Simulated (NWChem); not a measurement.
# ammonia borane (BNH₆); SMILES [NH3+][BH3-]

```xyz
8

B      0.0000     0.0000    -0.9333
N      0.0000     0.0000     0.7108
H     -1.0597    -0.5367    -1.2586
H      0.9947    -0.6494    -1.2586
H      0.0650     1.1861    -1.2586
H     -0.8011     0.5254     1.0891
H      0.8556     0.4311     1.0891
H     -0.0545    -0.9565     1.0891
```
Atoms are numbered in this order, from 1.

Results from NWChem. Pople sets run with spherical d functions. All runs use the structure optimised with PBE-D3(BJ)/def2-SVP. Atomic charges in e: unrestrained fits to the electrostatic potential beside Mulliken populations; buried atoms are poorly determined by the fit.

Q: Estimate the computed values for Hartree-Fock/6-31G*. Quantities: ESP B1; Mulliken B1; ESP N2; Mulliken N2; relative RMS misfit of the potential (%).

A: ESP B1: 0.23
Mulliken B1: 0.10
ESP N2: -0.21
Mulliken N2: -0.95
relative RMS misfit of the potential (%): 13
